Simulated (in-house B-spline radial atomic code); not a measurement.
A fraction x of an electron is removed from 2s in F II (F+), starting from [He] 2s2 2p4 and keeping the highest spin. Level of theory: non-relativistic BLYP, spin-polarised, spherical fractional occupations, point nucleus; calculated with an all-electron radial atomic-structure program (B-spline basis).

```
   x  E(x) - E(0) (eV)  2s down level (eV)
   0            0.0000             -44.841
0.07            3.1820             -46.074
0.21                 ?                   ?
0.27                 ?                   ?
0.44           21.4524             -52.720
 0.5           24.6484             -53.816
0.54           26.8157             -54.550
0.72           36.9334             -57.875
 0.8           41.6229             -59.364
0.97           51.9851             -62.549
   1           53.8701                   -
```

Question: What belongs in the row x = 0.21?

Answer: An energy change of 9.8062 eV; 2s down at -48.564 eV.

Question: What belongs in the row x = 0.27?

Answer: An energy change of 12.7523 eV; 2s down at -49.640 eV.

Question: Check Janak's theorem between x = 0.44 and 0.5.

Answer: The slope of the energy is 53.27 eV; the orbital levels give 53.27 eV (-ε of the emptying orbital, averaged over the two points).
